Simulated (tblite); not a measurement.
C₃H₁₁OSi₃ (doublet state).
Structure used (GFN2-xTB), in Å, numbered top down from 1:
```
atom  x, y, z in Å
Si1   -0.0097    2.7473    0.6333
O2     0.3694    1.2404    1.0985
Si3    0.6871   -0.3527    0.9419
Si4    2.6449   -0.5913   -0.2471
C5    -0.7768   -1.1782    0.0740
C6    -2.1639   -0.6180    0.2101
C7    -1.4419   -0.4976   -1.0898
H8     0.8959    3.1363   -0.4403
H9    -1.4248    2.7965    0.2880
H10    0.6766   -0.7838    2.3489
H11    3.7434   -1.0589    0.6052
H12    2.5288   -1.5686   -1.3371
H13    3.1273    0.6456   -0.8762
H14   -0.7222   -2.2592    0.0019
H15   -2.2908    0.2742    0.8049
H16   -2.9955   -1.3047    0.2783
H17   -1.0829    0.4791   -1.3829
H18   -1.7736   -1.1002   -1.9232
```

Level: GFN2-xTB in tblite, geometry and Hessian alike; calculated harmonic values, unscaled, isolated species. Against measured fundamentals such values can be off by several per cent, at times by over 20. Modes of hydrogen on silicon can be 10 to 20 % off. One conformer, not necessarily the lowest. Open shells enter through the occupations alone, without spin polarisation, and single modes of such species can be off by tens of per cent. The optimisation stopped once no atom felt more than 0.01 eV/Å.

Lowest wavenumbers of the output (negative numbers stand for imaginary wavenumbers):
```
mode    cm-1
  1     -31.0
  2     -20.6
  3      59.3
  4      61.4
  5      85.9
  6     104.2
  7     158.4
  8     176.0
```

Task: Is this structure a minimum?

Result: Not by this Hessian. 2 modes are imaginary beyond 20i (31i and 21i cm⁻¹), so at this level the point lies at or near a saddle of order 2. The curvature is small, so loose convergence or finite differences may be the whole cause.

Task: Which atoms move in the imaginary modes?

Result: 31i: H12 (hydrogen on silicon) 33 %, H11 (hydrogen on silicon) 33 %, H13 (hydrogen on silicon) 32 %; 21i: H8 (hydrogen on silicon) 33 %, H9 (hydrogen on silicon) 25 %, C7 (carbon bonded to 2 C and 2 H) 11 %. These are shares of the mass-weighted motion.

Task: What is the remedy?

Result: Step along such a mode in both directions, optimise again with tighter thresholds and repeat the frequencies. The zero-point energy of this point (77.0 kcal/mol) counts the 46 real modes alone, and thermal corrections from it aren't those of a minimum.

Time: 0.81 s wall. Hardware: one thread, Arm Neoverse V1 (aarch64), no GPU, shared host. The figure is for the frequency step alone.
